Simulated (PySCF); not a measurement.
C₂H₆Be, SMILES [CH3][Be][CH3], PBE0/def2-SVP optimised geometry.

```
9

Be     0.00     0.00     0.00
C     -1.68     0.00     0.00
H     -2.10    -1.02     0.07
H     -2.10     0.45    -0.91
H     -2.10     0.57     0.85
C      1.68     0.00     0.00
H      2.10    -0.47     0.91
H      2.10     1.02    -0.04
H      2.10    -0.55    -0.86
```

Density from PBE0/def2-TZVP in PySCF at that geometry.

Minimum of the electron density along straight lines between bonded atoms, close to the bond critical point (lines longer than 1.1 times the sum of covalent radii, or with two minima, are not listed):

```csv
bond,length / Å,ρ at the minimum / e bohr⁻³,∇²ρ there / e bohr⁻⁵,position (fraction from the first atom)
Be1–C2,1.680,0.101,0.34,0.34
C2–H3,1.105,0.260,-0.82,0.64
C2–H4,1.105,0.260,-0.82,0.64
C2–H5,1.105,0.260,-0.82,0.64
Be1–C6,1.680,0.101,0.34,0.34
C6–H7,1.105,0.260,-0.82,0.64
C6–H8,1.105,0.260,-0.82,0.64
C6–H9,1.105,0.260,-0.82,0.64
```
